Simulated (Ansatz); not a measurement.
Reaction (ligand exchange at the In–C bond): `N[CH2][InH2]` + HI → `[InH2][I]` + CH₃NH₂

Calculated with Ansatz (gas phase, PBE0-D4/def2-TZVP geometries, no zero-point term in ΔE). CCSD(T)/CBS adds triple-zeta CCSD(T) − MP2 to the extrapolated MP2 energy (def2 sets, frozen cores). Elements past krypton have def2 core potentials. For I, In outer-core shells are correlated without core-valence functions, which leaves a few kJ/mol of doubt a bond. One conformer a species, not always the lowest.

```
       species  CCSD(T)/CBS(def2) energy (Eh)
`N[CH2][InH2]`                     -286.12674
            HI                     -298.03592
   `[InH2][I]`                     -488.48444
        CH₃NH₂                      -95.75281
```

(1) Work out ΔE.

(2) What do rigid-rotor, harmonic-oscillator terms from PBE0-D4/def2-TZVP frequencies (298.15 K, 1 bar) make of the CCSD(T)/CBS value? (Best estimate.)

Largest T1 diagnostic among the species: 0.012.

Results:

(1) ΔE = (-488.48444) + (-95.75281) − (-286.12674) − (-298.03592) = -0.07459 Eh = -46.8 kcal/mol.

(2) The calculation gave: ΔZPE = +3.9 kcal/mol, ΔH = -43.4 kcal/mol, ΔS = 5 J/(mol·K), ΔG = -43.8 kcal/mol.

From PBE to PBE0 (25 % exact exchange), in def2-TZVPP and without D4, ΔE moves by −2.0 kcal/mol. In def2-TZVPP, CCSD(T) changes the Hartree–Fock value by +8.8 kcal/mol (the triples alone add +0.7 kcal/mol) and MP2 by +7.4 kcal/mol.
